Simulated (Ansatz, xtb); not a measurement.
# Relative energy of two isomers of C2H11BSi2

We compare I, `B[C@@H]([SiH3])[SiH2]C`, a singlet, with II, `BC[SiH2]C[SiH3]`, a singlet. Both are isolated molecules in the gas phase, relaxed with B3LYP/def2-SVP; each stands in its lowest conformer found.

Quicker runs give these differences E(II) − E(I): GFN2-xTB +0.007 eV; HF/STO-3G +0.043 eV (at GFN2-xTB geometries); r2SCAN-D4/def2-SVP +0.092 eV (at GFN2-xTB geometries).

Problem. Estimate E(II) − E(I) at the level CCSD(T)/def2-SVP + ΔMP2/def2-TZVPP.

Solution. Calculated at CCSD(T)/def2-SVP + ΔMP2/def2-TZVPP: E(II) − E(I) = +0.112 eV, so structure I lies lower.

The same difference at several levels:

| level | geometry | E(II) − E(I) (eV) | departure from the last row (eV) | job, with rough time for the two |
| --- | --- | --- | --- | --- |
| GFN2-xTB | GFN2-xTB | +0.007 | −0.105 | optimisation, 0.2 s |
| HF/STO-3G | GFN2-xTB | +0.043 | −0.069 | single point, 0.48 s |
| r2SCAN-D4/def2-SVP | GFN2-xTB | +0.092 | −0.020 | single point, 4.1 s |
| B3LYP/def2-SVP | B3LYP/def2-SVP | +0.051 | −0.062 | optimisation, 85 s |
| HF/def2-SVP | B3LYP/def2-SVP | +0.059 | −0.053 | part of the CCSD(T) run |
| MP2/def2-SVP | B3LYP/def2-SVP | +0.123 | +0.011 | part of the CCSD(T) run |
| CCSD(T)/def2-SVP | B3LYP/def2-SVP | +0.117 | +0.005 | single point |
| CCSD(T)/def2-SVP + ΔMP2/def2-TZVPP | B3LYP/def2-SVP | +0.112 |  | single point, 32 s |

As drawn, both hold the same kinds of bond in the same numbers. Structure I has 1 methyl group, II 0.

GFN2-xTB finds them nearly level. The largest departure from CCSD(T)/def2-SVP + ΔMP2/def2-TZVPP is that of GFN2-xTB, 0.105 eV. The last row adds to CCSD(T) the change of the MP2 difference between the two basis sets, here −0.005 eV.

With thermal terms from frequencies at re-optimised GFN2-xTB minima (ideal gas, soft modes damped towards free rotors, one conformer each, 298.15 K, 1 atm): on the last row, ΔE + ΔZPE = +0.122, ΔH = +0.111, ΔG = +0.133 eV.

The correlated steps freeze 13 core orbitals. Mirror images aren't counted in ΔG. Programs: Ansatz 0.2.0, xtb 6.7.1; the last row on 2 threads of Intel(R) Xeon(R) 6975P-C (Granite Rapids) on a shared host.
